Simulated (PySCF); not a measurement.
cyclohexanone (C6H10O), singlet, geometry from GFN2-xTB; PySCF with MP2/6-31G**.

The PySCF input:
```python
from pyscf import gto, scf, mp

mol = gto.Mole()
mol.atom = '''
    O     2.253199    0.387474   -0.150590
    C     1.111416    0.214818    0.192485
    C     0.105835    1.336003    0.315463
    C    -1.147624    1.025162   -0.506678
    C    -1.740251   -0.318209   -0.097005
    C    -0.711459   -1.426557   -0.288931
    C     0.547076   -1.144250    0.535743
    H    -0.167164    1.433839    1.369181
    H     0.563393    2.270525   -0.012641
    H    -1.880873    1.821672   -0.365343
    H    -0.883379    0.998155   -1.566146
    H    -2.626733   -0.529311   -0.698208
    H    -2.047472   -0.279800    0.950853
    H    -1.131733   -2.389299    0.008649
    H    -0.440342   -1.492194   -1.344969
    H     1.306607   -1.907141    0.358393
    H     0.292155   -1.148033    1.598487
'''
mol.basis = '6-31g**'
mol.charge = 0
mol.spin = 0
mol.verbose = 4
mol.build()

mf = scf.RHF(mol)
mf.kernel()

pt = mp.MP2(mf)
pt.kernel()
print('E(MP2) = %.10f' % pt.e_tot)
```

**Question.** Predict the main parts of the log of this PySCF run.

**Answer.** 
```
PySCF version 2.14.0

[INPUT] verbose = 4
[INPUT] num. atoms = 17
[INPUT] num. electrons = 54
[INPUT] charge = 0
[INPUT] spin (= nelec alpha-beta = 2S) = 0
[INPUT] symmetry False subgroup None
[INPUT] Mole.unit = angstrom
[INPUT] Symbol           X                Y                Z      unit          X                Y                Z       unit  Magmom
[...]
nuclear repulsion = 311.798001308216
number of shells = 72
number of NR pGTOs = 259
number of NR cGTOs = 148
basis = 6-31g**
ecp = {}

******** <class 'pyscf.scf.hf.RHF'> ********
method = RHF
initial guess = minao
damping factor = 0
level_shift factor = 0
DIIS = <class 'pyscf.scf.diis.CDIIS'>
diis_start_cycle = 1
diis_space = 8
diis_damp = 0
SCF conv_tol = 1e-09
SCF conv_tol_grad = None
SCF max_cycles = 50
direct_scf = True
direct_scf_tol = 1e-13
Set gradient conv threshold to 3.16228e-05
Initial guess from minao.
init E= -309.516560928326
[...]
cycle= 1 E= -307.755412079786  delta_E= 1.76  |g|= 0.788  |ddm|= 3.55
[...]
cycle= 2 E= -307.846322196388  delta_E= -0.0909  |g|= 0.614  |ddm|= 1.07
[...]
cycle= 3 E= -307.916451949806  delta_E= -0.0701  |g|= 0.0789  |ddm|= 0.528
[...]
cycle= 4 E= -307.9191548283  delta_E= -0.0027  |g|= 0.0163  |ddm|= 0.128
[...]
cycle= 5 E= -307.919315571092  delta_E= -0.000161  |g|= 0.00767  |ddm|= 0.0406
[...]
cycle= 6 E= -307.919355702142  delta_E= -4.01e-05  |g|= 0.00291  |ddm|= 0.0224
[...]
cycle= 7 E= -307.919360337079  delta_E= -4.63e-06  |g|= 0.000878  |ddm|= 0.00664
[...]
cycle= 8 E= -307.919360784154  delta_E= -4.47e-07  |g|= 0.000144  |ddm|= 0.00203
[...]
cycle= 9 E= -307.919360795575  delta_E= -1.14e-08  |g|= 4.28e-05  |ddm|= 0.000279
[...]
cycle= 10 E= -307.919360796411  delta_E= -8.36e-10  |g|= 1.16e-05  |ddm|= 8.11e-05
[...]
Extra cycle  E= -307.91936079646  delta_E= -4.85e-11  |g|= 5.02e-06  |ddm|= 1.96e-05
converged SCF energy = -307.91936079646

******** <class 'pyscf.mp.mp2.RMP2'> ********
nocc = 27, nmo = 148
E(RMP2) = -308.94128504232  E_corr = -1.02192424586036
E(SCS-RMP2) = -308.928927182842  E_corr = -1.00956638638188
E_corr(same-spin) = -0.250087740750635
E_corr(oppo-spin) = -0.771836505109725
E(MP2) = -308.9412850423
```
